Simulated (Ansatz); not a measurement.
Compare A (`O=C/N=C\[SiH3]`) with its isomer B (`O[SiH2]C1=NC1`).

Calculated with Ansatz (gas phase, PBE0-D4/def2-TZVP geometries, no zero-point term in ΔE). CCSD(T)/CBS is the MP2 limit (def2-TZVPP, def2-QZVPP) plus CCSD(T) − MP2 in def2-TZVPP, frozen cores. DFT in def2-TZVPP. B3LYP here is the variant with VWN-RPA as its local correlation; programs differ in this. One conformer a species, not always the lowest.

**Question.** Which isomer does CCSD(T)/CBS put lower? Give the gap. (An estimate is asked.)

**Answer.** Ansatz gave: B, by 14.7 kcal/mol.

**Question.** Give E(B) − E(A) in kcal/mol with B3LYP, PBE0-D4, PBE-D4, MP2/def2-TZVPP, HF/def2-TZVPP, B3LYP-D4, B2PLYP. (Best estimate.)

**Answer.** Computed: B3LYP -9.4, PBE0-D4 -12.1, PBE-D4 -8.9, MP2/def2-TZVPP -17.7, HF/def2-TZVPP -9.7, B3LYP-D4 -8.7, B2PLYP -11.8. None reverses the order clearly.

Largest T1 diagnostic: 0.017.

The D4 term adds +0.7 kcal/mol with B3LYP and +0.4 kcal/mol with PBE0; it sums over pairs of atoms, weighted by their polarisabilities, and B3LYP, whose exchange is more repulsive, gets the larger term. From PBE to PBE0 (25 % exact exchange), in def2-TZVPP and without D4, E(B) − E(A) moves by −3.1 kcal/mol.
